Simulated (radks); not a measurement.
Q: The mean radii <r> (bohr) of the occupied orbitals of an atom or ion are listed with their occupations. Method: scalar-relativistic Kohn-Sham, PBE, spin-unpolarised, spherical densities, finite nucleus; Fermi nuclear charge, rms radius of each element as measured or else 0.836 A^(1/3) + 0.57 fm; computed with a radial shooting solver on a logarithmic mesh with Libxc functionals.

| orbital | occ. | <r> |
|---|---|---|
| 1s | 1 | 0.3834 |

Name the element and its charge.

A: Z = 4, beryllium, charge +3: Be3+ in 1s1. The 1s radius gives Z: for a bare nucleus <r> = (2 gamma + 1)/(2Z) with gamma = sqrt(1 - (Z/c)^2), 0.3749 bohr for Z = 4, and the self-interaction of the functional makes it slightly larger (0.3834 here). The occupations add up to 1, and the charge is Z minus that.
